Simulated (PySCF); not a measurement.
## SMILES C(F)(F)[C@H]1CCC[Se]1, C5H8F2Se

Geometry:
```tsv
atom	x (Å)	y (Å)	z (Å)
F1	-2.928	-0.097	-0.345
C2	-2.016	0.802	0.109
F3	-2.657	1.557	1.032
C4	-0.831	0.097	0.731
C5	-0.051	-0.756	-0.260
C6	1.355	-0.936	0.299
C7	1.911	0.449	0.577
Se8	0.437	1.462	1.433
H9	-1.743	1.456	-0.733
H10	-1.186	-0.495	1.581
H11	-0.552	-1.714	-0.409
H12	0.002	-0.243	-1.224
H13	1.995	-1.470	-0.404
H14	1.306	-1.509	1.227
H15	2.185	0.968	-0.343
H16	2.765	0.439	1.252
```

Computed, not measured: PySCF, GIAO BHandHLYP/pcSseg-1 magnetisability, rotational g tensor and spin-rotation constants, non-relativistic, gas phase. Geometry: GFN2-xTB.

The calculation is non-relativistic, which matters for the atoms heavier than Zn.

**Question.** What are the magnetisability and the molar susceptibility?

**Answer.** Isotropic -1571 × 10⁻³⁰ J/T², or -94.6 × 10⁻⁶ cm³/mol; principal values -1633, -1570, -1511 × 10⁻³⁰ J/T², anisotropy 106 × 10⁻³⁰ J/T² (root of half the summed squared differences of the principal values). The susceptibility is in cgs units.

**Question.** Split it along the inertial axes a, b, c into diamagnetic and paramagnetic parts about the centre of mass, with the quadrupole moment.

**Answer.** 
```
axis  χ (10⁻⁶ cm³/mol)  diamagnetic (10⁻⁶ cm³/mol)  paramagnetic (10⁻⁶ cm³/mol)  summed x² of all electrons (Å²)  quadrupole Θ (D Å)
   a             -97.2                      -638.8                        541.6                            241.4               -4.53
   b             -94.7                     -1128.7                       1034.0                            125.9               +0.67
   c             -92.0                     -1558.1                       1466.1                             24.7               +3.86
```
Anisotropies 2χaa − χbb − χcc = -7.8 and 2χbb − χaa − χcc = -0.2 × 10⁻⁶ cm³/mol. Θ is traceless in Buckingham's convention.

**Question.** And the rotational g tensor?

**Answer.** 
```
axis  rotational constant (GHz)        g  nuclear part  electronic part
   a                     2.2111  -0.0083        0.5543          -0.5626
   b                     1.0740  -0.0068        0.5149          -0.5217
   c                     0.7565  -0.0065        0.5146          -0.5211
```
Asymmetric top; isotopes 12C, 19F, 1H, 80Se; no vibrational averaging.
